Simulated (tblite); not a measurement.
Problem. Give a GFN2-xTB geometry of `CN([SiH3])C[SiH2]C(F)(F)F`.

Solution. 
```xyz
19
C3H10F3NSi2 angstrom
C     -1.3411    1.1258    1.3074
N     -1.2332   -0.1295    0.6137
Si    -2.4771   -0.6715   -0.4472
C      0.1309   -0.5711    0.4477
Si     1.2229    0.5074   -0.6924
C      2.9521   -0.3875   -0.6691
F      2.8791   -1.6861   -1.0291
F      3.8449    0.1786   -1.5044
F      3.5253   -0.3740    0.5533
H     -0.9642    1.9636    0.7075
H     -2.3829    1.3174    1.5507
H     -0.7669    1.0884    2.2365
H     -3.7218   -0.3603    0.2511
H     -2.4784   -0.0264   -1.7723
H     -2.2430   -2.1050   -0.6044
H      0.1081   -1.5917    0.0544
H      0.5994   -0.6286    1.4423
H      0.8102    0.5102   -2.0941
H      1.5259    1.8496   -0.1945
```

Any rigid rotation of these coordinates is as good. Atoms count from 1 in this order. N2 (silicon-bound nitrogen) has angles 121.2°, 121.0° and 113.2°, sum 355.4°, 0.19 Å off the plane of its three neighbours. The C–Si distances run from 1.912 Å (C4–Si5, drawn single) to 1.947 Å (Si5–C6, drawn single), a spread of 0.035 Å. All 3 C–F bonds measure 1.347 to 1.350 Å. Si5 (SiH2 silicon) is distorted tetrahedral (angles from 103.5° to 115.6°).

Bonds between heavy atoms (Å): C1–N2 1.438, N2–Si3 1.722, N2–C4 1.443, C4–Si5 1.912, Si5–C6 1.947, C6–F7 1.349, C6–F8 1.347, C6–F9 1.350.

Structure optimised with GFN2-xTB, isolated species.

Point group: C1 (no symmetry element, even within 0.4 Å). Its GFN2-xTB frequencies are all real (lowest 20 cm⁻¹). The numbers are those of one conformer (C1–N2–C4–Si5 -66°, N2–C4–Si5–C6 180°). 2 starts were optimised and ended at 0.00 and 1.69 kcal/mol (GFN2-xTB); the lowest of these is shown.

All values are computed, not measured.
